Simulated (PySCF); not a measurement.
# Correlation energy of P (phosphorus, neutral)

[Ne] 3s2 3p3, high-spin 4S determinant. All numbers are calculated (PySCF 2.14, the non-relativistic Hamiltonian (point nucleus), in cc-pV(D+d)Z). Frozen: [Ne]; 5 electrons correlated.

MP2 pair energies summed by pair of shells (mhartree):

```json
{"pair": "3s-3p", "energy": "-41.20", "share (%)": "63.9"}
{"pair": "3p-3p", "energy": "-15.00", "share (%)": "23.2"}
{"pair": "3s-3s", "energy": "-8.32", "share (%)": "12.9"}
```

Total MP2 correlation energy: -64.52 mhartree.

Same-spin part -17.60 and opposite-spin part -46.93 mhartree; SCS-MP2 scales them by 1/3 and 6/5 to -62.18 mhartree.

| level | correlation energy (mhartree) |
| --- | --- |
| CCSD | -83.16 |
| (T) | -1.15 |
| CCSD(T) | -84.31 |

Diagnostics: T1 = 0.0039, D1 = 0.0063, largest double amplitude 0.064.

Is a single reference adequate?

Yes: T1 lies below 0.03 and no double amplitude reaches 0.07.
